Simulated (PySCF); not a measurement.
Cl2Mg, SMILES [Cl][Mg-][Cl], charge -1, multiplicity 2. Coordinates come from a PBE-D3(BJ)/def2-TZVPD optimisation.

**Question.** Give the equilibrium geometry at PBE-D3(BJ)/def2-TZVPD (PySCF confirms it by a frequency run) as Cartesian coordinates in Å, and its point group. (An estimate is asked for; the answer gives what the named calculation found.)

**Answer.** point group C2v.
```xyz
3

Mg     0.0000     0.0000    -0.8606
Cl     0.0000     2.0140     0.3037
Cl     0.0000    -2.0140     0.3037
```
Charge -1, spin multiplicity 2.
